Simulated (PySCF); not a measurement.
Protonated anthracene, C14H11 (charge +1).
Bonds: C1–C2 (aromatic), C2–C3 (aromatic), C3–C4 (aromatic), C4–C5 (aromatic), C5–C6 (aromatic), C5–C7, C7–C8, C8–C9 (aromatic), C9–C10 (aromatic), C10–C11 (aromatic), C11–C12 (aromatic), C12–C13 (aromatic), C13–C14, C1–C6 (aromatic), C8–C13 (aromatic), C4–C14. Hydrogens: H15 on C1; H16 on C2; H17 on C3; H18 on C6; H19 on C7; H20 on C9; H21 on C10; H22 on C11; H23 on C12; H24, H25 on C14.

Theory: PBE0-D3(BJ)/def2-SVP geometry optimisation, gas phase (PySCF 2.14.0).

(1) List the bond lengths, angles and torsions at this level.

## Answers

(1) 
| bond | length (Å) | order |
| --- | --- | --- |
| C1–C2, C10–C11 | 1.405 | aromatic |
| C2–C3, C11–C12 | 1.394 | aromatic |
| C3–C4, C12–C13 | 1.392 | aromatic |
| C4–C5, C8–C13 | 1.426 | aromatic |
| C5–C6, C8–C9 | 1.420 | aromatic |
| C5–C7, C7–C8 | 1.406 | single |
| C1–C6, C9–C10 | 1.378 | aromatic |
| C4–C14, C13–C14 | 1.491 | single |
| C1–H15, C10–H21 | 1.091 | single |
| C2–H16, C11–H22 | 1.093 | single |
| C3–H17, C12–H23 | 1.093 | single |
| C6–H18, C9–H20 | 1.093 | single |
| C7–H19 | 1.095 | single |
| C14–H24, C14–H25 | 1.107 | single |

Bonds in one row agree within 0.01 Å and their mean is given. Orders are formal, as drawn. A selection of angles:
| angle | degrees |
| --- | --- |
| C2–C1–C6 | 119.3 |
| C2–C1–H15 | 120.1 |
| C6–C1–H15 | 120.6 |
| C1–C2–C3 | 121.5 |
| C1–C2–H16 | 119.3 |
| C3–C2–H16 | 119.2 |
| C2–C3–C4 | 120.3 |
| C2–C3–H17 | 119.7 |
| C4–C3–H17 | 120.0 |
| C3–C4–C5 | 118.5 |
| C3–C4–C14 | 121.3 |
| C5–C4–C14 | 120.2 |
| C4–C5–C6 | 120.3 |
| C4–C5–C7 | 119.2 |
| C6–C5–C7 | 120.5 |
| C5–C6–H18 | 119.2 |
| C1–C6–C5 | 120.0 |
| C1–C6–H18 | 120.8 |
| C5–C7–C8 | 124.1 |
| C5–C7–H19 | 118.0 |
| C7–C8–C9 | 120.5 |
| C13–C14–H24 | 108.8 |
| C4–C14–C13 | 117.2 |
| H24–C14–H25 | 103.7 |

Dihedral angles: C4–C5–C7–C8 0° (synperiplanar); C5–C7–C8–C9 180° (antiperiplanar); C12–C13–C14–C4 180° (antiperiplanar); C3–C4–C14–C13 180° (antiperiplanar).

C4 (substituted aromatic carbon) is planar (angles 121.3°, 120.2° and 118.5°, sum 360.0°, 0.00 Å off the plane of its three neighbours). C6 (aromatic CH carbon) is planar (angles 120.8°, 120.0° and 119.2°, sum 360.0°, 0.00 Å off the plane of its three neighbours). Of the pairs four or more bonds apart, H18···H19 is among the closest relative to their van der Waals radii: 2.41 Å, 100 % of the sum of Bondi's values. C2 (aromatic CH carbon) is planar (angles 121.5°, 119.3° and 119.2°, sum 360.0°, 0.00 Å off the plane of its three neighbours). The 6-membered ring C1–C2–C3–C4–C5–C6 has internal angles of 118.5° to 121.5°; it is planar, 0.00 Å rms from its mean plane, widest ring torsion 0°. C7 (carbon bonded to 2 C and H) is planar (angles 124.1°, 118.0° and 117.9°, sum 360.0°, 0.00 Å off the plane of its three neighbours). The 6-membered ring C4–C5–C7–C8–C13–C14 has internal angles of 117.2° to 124.1°; it is planar, 0.00 Å rms from its mean plane, widest ring torsion 0°.

Point group: C2v (tolerance 0.08 Å). Whether it is a minimum is left open (no frequencies).

On one thread, Arm Neoverse V1 (aarch64), shared host with 32 logical CPUs at a one-minute load of 10, this took 5.0 min wall and 1.5 GiB of memory at its peak. That covers the optimisation of the geometry.
